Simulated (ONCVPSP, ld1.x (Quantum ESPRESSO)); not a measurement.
Potentials for Bi (Z = 83) compared

Generated with ld1.x 7.5 (TM, RRKJ, ultrasoft, PAW), atompaw 4.2 or ONCVPSP 4.0.1. The cutoff is in Ry: for ld1.x and atompaw files where the sum of valence levels is converged to 10 mRy in a Bessel basis, for ONCV files where the hardest occupied wave has 1 mHa per electron of residual kinetic energy. The error is the largest all-electron minus pseudo excitation energy over each file’s own four to seven test configurations (ionisations up to +4, promotions, holes and added fractions of an electron), all of which were solved. The labels leave out finer settings (local radius, basis sizes, second energies), which also bear on the numbers. Spin-polarised tests are not counted. The rows are a selection from randomly drawn settings: files with unsolved tests, undetermined cutoffs or missed reference levels are left out.

A true bound ghost makes a file unfit for plane-wave use even where its test errors are small: the radial tests pick states by their node count and pass the ghost by.

```tsv
potential	cutoff (Ry)	largest error (meV)	bound ghosts
ONCV, LDA (Perdew-Wang 92), scalar-relativistic, rc 1.05/1.70/1.90 (spd), local smoothed, core correction yes, reference 5s2 5p6 5d10 6s2 6p2, qcut 8.6/8.4/8.5, projectors 2/2/2	78	-21	s
PAW, BP86, scalar-relativistic, rc 2.10/2.35/1.15 (spd), local smoothed, core correction yes, reference 5d10 6s2 6p3	90	-55	s, p
RRKJ, PBE, scalar-relativistic, rc 1.40/1.95 (sp), local s, core correction no, reference 6s1.5 6p3.5	100	+358	none
```

Task: Fill in the row for Bi: TM, PW91, scalar-relativistic, rc 1.70/2.05/1.30 (spd), local p, core correction yes, reference 5d10 6s2 6p2.75.

Result: cutoff 90 Ry, largest error -195 meV, bound ghosts: none.

Task: Fill in the row for Bi: TM, PBE, scalar-relativistic, rc 2.06/2.60/1.90/2.05 (spdf), local p, core correction no, reference 5d10 6s2 6p2.5.

Result: cutoff 55 Ry, largest error -236 meV, bound ghosts: none.

Task: Fill in the row for Bi: TM, LDA (PZ), scalar-relativistic, rc 1.75/2.65 (sp), local p, core correction yes, reference 6s2 6p2.5.

Result: cutoff 25 Ry, largest error -207 meV, bound ghosts: none.
